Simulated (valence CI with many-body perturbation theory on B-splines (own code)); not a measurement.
**Missing levels of Ga¹⁶⁺**

Method: configuration interaction combined with many-body perturbation theory (CI+MBPT): five valence electrons over a frozen Dirac-Fock core [Ne], a basis of 11 s, 11 p, 10 d, 8 f, 5 g, 2 h functions for each j, with the one-electron correlation potential Σ1 (screened to all orders), the two-electron term Σ2, the three-electron term Σ3, Breit, model QED; selected single and double excitations, second order for the rest, scaled by the run's own slope (own B-spline code, finite nucleus).

No measured levels were compared; by estimate levels of excited configurations hold to 0.05 to 0.15 % of their energy, terms of the ground configuration to about 0.5 %. Among the levels kept, up to 3300 cm⁻¹ of a level comes from second order outside the variational space, and about a tenth of that is noise between levels of different J, which matters for small intervals.

| Level | E (cm⁻¹) |
| --- | --- |
| 3s2.3p3 4S°_3/2 | 0 |
| 3s2.3p3 2D°_3/2 | ? |
| 3s2.3p3 2D°_5/2 | ? |
| 3s2.3p3 2P°_1/2 | 104970 |
| 3s2.3p3 2P°_3/2 | 129100 |
| 3s.3p4 4P_5/2 | 383450 |
| 3s.3p4 4P_3/2 | 408320 |
| 3s.3p4 4P_1/2 | 416840 |
| 3s.3p4 2D_3/2 | ? |
| 3s.3p4 2D_5/2 | 484180 |
| 3s2.3p2.3d 2P_3/2 [a] | 540570 |
| 3s.3p4 2S_1/2 [a] | 546530 |
| 3s2.3p2.3d 4F_3/2 | ? |
| 3s2.3p2.3d 4F_5/2 | ? |
| 3s.3p4 2S_1/2 [b] | 584470 |
| 3s2.3p2.3d 4F_7/2 | 598820 |
| 3s2.3p2.3d 2F_5/2 [a] | 600110 |
| 3s2.3p2.3d 2F_7/2 [a] | 611460 |
| 3s2.3p2.3d 4D_1/2 | 613020 |
| 3s2.3p2.3d 4D_3/2 | ? |

Names give the largest LS component (configuration and term), which can be under half, so a name can repeat, a term be missing and a line seem to break the LS rules; names also repeat where a configuration has a term twice. Letters in brackets count levels of one name in rising energy.

(1) The levels stand in rising order. What does the calculation give for the missing energies?

Answers

(1) 3s2.3p3 2D°_3/2 53235; 3s2.3p3 2D°_5/2 67954; 3s.3p4 2D_3/2 475920; 3s2.3p2.3d 4F_3/2 572710; 3s2.3p2.3d 4F_5/2 582930; 3s2.3p2.3d 4D_3/2 614080.
